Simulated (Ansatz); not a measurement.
HAlBr2O, singlet, geometry from GFN2-xTB (such geometries of metal compounds can be far from the true shape); CASSCF(2,4)/STO-3G (Ansatz, a first-principles code).

Ansatz was given this input:
Ansatz 0.2 input:
```yaml
crystal:
  periodic: [false, false, false]
  atoms:
    - {symbol: Al, position_ang: [0.52314072, -0.16002934, 0.38517703]}
    - {symbol: Br, position_ang: [-1.22013567, -1.56759525, 0.25268460]}
    - {symbol: Br, position_ang: [0.54205674, 1.77502036, -0.75193923]}
    - {symbol: O, position_ang: [1.79916875, -0.55036777, 1.32468847]}
    - {symbol: H, position_ang: [2.53858319, -0.77655549, 1.86910310]}
basis:
  gaussian:
    orbitals: STO-3G
hamiltonian:
  xc: hf
magnetization: {spin_polarized: false}
correlation: {active_space: {window: {electrons: 2, orbitals: 4}}}
```

Output, abridged:

```
Functional definition: HF
533 factors; integrals over basis functions are off by at most 5.8e-5 eV
mean field evaluation 1: about -147018.7064 eV, gradient 2.7e1 eV
mean field evaluation 2: about -147018.7266 eV, gradient 2.7e1 eV
mean field evaluation 4: about -147021.5132 eV, gradient 1.0e0 eV
mean field evaluation 8: about -147021.5188 eV, gradient 1.3e-5 eV
mean field -147021.51883927 eV, -5402.9411625785 hartree, gradient 1.7e-6 eV, S^2 0.000000; 0 other end points of the search recorded, 0 dependent functions left out
reference -147021.51883927 eV, -5402.9411625785 hartree; 46, 46 occupied and 5, 5 virtual orbitals, 533 factors
state -147021.98163109 eV, -5402.9581698641 hartree
Total energy: -147021.98163109 eV, -5402.9581698641 hartree
```
